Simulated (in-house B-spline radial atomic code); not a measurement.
Configurations of Tc IV (Tc3+), with energies counted from [Kr] 4d4. All numbers are computed (non-relativistic Hartree-Fock, spin-polarised, averaged over the determinants with the given up and down occupations; point nucleus) with a radial B-spline atomic code at the basis-set limit, not measured. Shells without spins written out take the highest spin.

Occupations are held fixed; configurations that lie above the ionisation limit could autoionise.

| configuration | E - E(ref) (eV) | highest orbital | its <r> (bohr) |
| --- | --- | --- | --- |
| [Kr] 4d(2 up, 2 down) | 4.0139 | 4d up | 1.504 |
| [Kr] 4d(3 up, 0 down) 5p(0 up, 1 down) | 17.292 | 5p down | 3.108 |
| [Kr] 4d3 5f1 | 33.207 | 5f up | 6.845 |
| [Ar] 3d10 4s2 4p5 4d4 5p1 | 52.494 | 5p up | 2.989 |
| [Ar] 3d10 4s2 4p5 4d4 4f1 | 63.847 | 4f up | 3.562 |
| [Ar] 3d9 4s2 4p6 4d4 5p1 | 276.54 | 5p up | 2.959 |

Problem. Order these further configurations by energy, lowest first.
A. [Kr] 4d(3 up, 1 down)
B. [Ar] 3d9 4s2 4p6 4d4 5f1
C. [Ar] 3d9 4s2 4p6 4d4 4f1
D. [Ar] 3d10 4s2 4p5 4d5
E. [Kr] 4d3 4f1

Solution. A (3.0089 eV), E (27.97 eV), D (34.261 eV), C (288.25 eV), B (293.54 eV).

Problem. How far above the reference does [Kr] 4d3 5s1 lie?

Solution. 10.531 eV; its least bound orbital is 5s up with <r> = 2.648 bohr.
